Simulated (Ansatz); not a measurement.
`C[S][Al]([F])[Cl]`, charge 0, multiplicity 1.

Question: Give a relaxed structure at PBE0-D4/def2-TZVP (the Gaussian-basis code of Ansatz). (An estimate is asked.)

Answer: Ansatz gave: 
Cartesian coordinates in Å:
```
C -1.1612 0.7550 0.3732
S 0.5714 0.6621 0.9482
Al 1.3693 -0.8282 -0.3725
F 0.3932 -1.5135 -1.5036
Cl 3.3523 -1.4281 -0.2540
H -1.3543 0.0727 -0.4522
H -1.8117 0.5039 1.2093
H -1.3592 1.7762 0.0516
```
Point group Cs.
